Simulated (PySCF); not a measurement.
Ta(Cl)4(SH) (Cl4HSTa), SMILES [SH][Ta]([Cl])([Cl])([Cl])[Cl], multiplicity 1.

Geometry optimised at PBE0-D3(BJ)/def2-SVP. The spin state was assumed, not searched. The structure was generated by enumeration; whether it is a known compound was not checked. The def2 effective core potentials stand for the cores of Ta; spin–orbit coupling is left out. The values are those of a single conformer.

Two levels are set side by side: PBE/def2-TZVP (PySCF) and B3LYP/def2-TZVP (PySCF). Same geometry, gas phase. Differences are taken from unrounded values.

| quantity | B3LYP | PBE | PBE minus B3LYP |
|---|---|---|---|
| orbital gap (eV) | 4.24 | 2.76 | -1.48 |
| highest occupied level (eV) | -8.15 | -7.19 | 0.96 |
| lowest empty level (eV) | -3.91 | -4.42 | -0.51 |
| dipole moment (D) | 0.65 | 0.61 | -0.04 |
| mean polarisability (bohr³) | 116.8 | 120.1 | 3.3 |

Without exact exchange PBE keeps part of each electron's self-repulsion, which lifts occupied levels and narrows the gap. Differences between two approximate levels are no errors against the true value.

Rough cost on one machine, each run with all the roots and properties that it gave: B3LYP against PBE within a factor of 2.
